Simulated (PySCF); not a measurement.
Sn(All)2(OH)2, SMILES C=C[CH2][Sn]([OH])([OH])[CH2]C=C (C6H12O2Sn) at its GFN2-xTB optimised geometry (Å):

```
21

C      0.0353    -3.3979     1.3563
C     -0.2263    -2.2225     1.9250
C     -1.2797    -1.3313     1.4822
Sn    -0.4001     0.2509     0.0000
O      1.6336     0.2509     0.0000
O     -0.7330    -0.6109    -1.8142
C     -0.9145     2.5330     0.0000
C     -0.8098     3.0548    -1.3478
C      0.2863     3.6370    -1.8305
H     -0.5464    -3.7537     0.5224
H      0.8159    -4.0433     1.7190
H      0.3759    -1.8816     2.7574
H     -2.0346    -1.8124     0.8708
H     -1.7158    -0.7296     2.2730
H      2.0346    -0.5073    -0.4213
H     -0.1153    -0.3588    -2.4982
H     -1.9158     2.5703     0.4168
H     -0.1718     2.9304     0.6823
H     -1.6805     2.9357    -1.9800
H      0.3291     4.0267    -2.8325
H      1.1669     3.7537    -1.2215
```

Method: CAM-B3LYP/def2-SVP, def2 effective core potentials past Kr run with PySCF. The core electrons that the potentials of Sn replace are not part of the density. Cells within 0.4 Å of a nucleus heavier than hydrogen are left out (blank, or x).

Map of the log10 of the electron density (e/bohr³), floored at −4 on the plane z = 0.0 Å:

```
|000000000000000000000000000|
|000000000000000000000000000|
|000000000000111000000000000|
|000000000122222211000000000|
|000000001233332221000000000|
|000000023445543322000000000|
|000000134566654321000000000|
|00000024577x764321000000000|
|00000024577x764311000000000|
|000000134567654333210000000|
|000000023456655455431000000|
|000000013457876677642000000|
|000000013469x977xx752000000|
|000000013469x977xx752000000|
|000000013457876677642000000|
|000000123455554455542000000|
|000000134444443333320000000|
|000000134443332221100000000|
|000000123333333210000000000|
|000000012223443320000000000|
|000000001234554321000000000|
|000000000235554320000000000|
|000000000134543210000000000|
|000000000123332100000000000|
|000000000011211000000000000|
|000000000000000000000000000|
|000000000000000000000000000|
```
Scale: ten equal steps from -4.00 (start of '0') to 0.391 (end of '9'), in the order '0123456789'; x runs from -6.00 to 6.00, y from -6.00 (bottom) to 6.00 (top).
